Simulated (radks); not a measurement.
Question: Calculated with a radial shooting solver on a logarithmic mesh with Libxc functionals: Dirac Kohn-Sham, PBE, spin-unpolarised, spherical densities, finite nucleus; open shells fill j = l - 1/2 first; Fermi nuclear charge, rms radius of each element as measured or else 0.836 A^(1/3) + 0.57 fm. Each species is in its NIST ground configuration. Rank Nd3+, Pr3+, Lu3+, Dy3+, Tb3+, Ho3+, Sm3+, Yb3+, Gd3+, Pm3+, Eu3+, La3+, Er3+, Ce3+, Tm3+ by radius at which the density is 0.001 e/bohr^3 (bohr), largest first.

Answer: La3+ 3.51, Ce3+ 3.47, Pr3+ 3.43, Nd3+ 3.39, Pm3+ 3.35, Sm3+ 3.32, Eu3+ 3.28, Gd3+ 3.25, Tb3+ 3.22, Dy3+ 3.19, Ho3+ 3.16, Er3+ 3.14, Tm3+ 3.11, Yb3+ 3.09, Lu3+ 3.06.
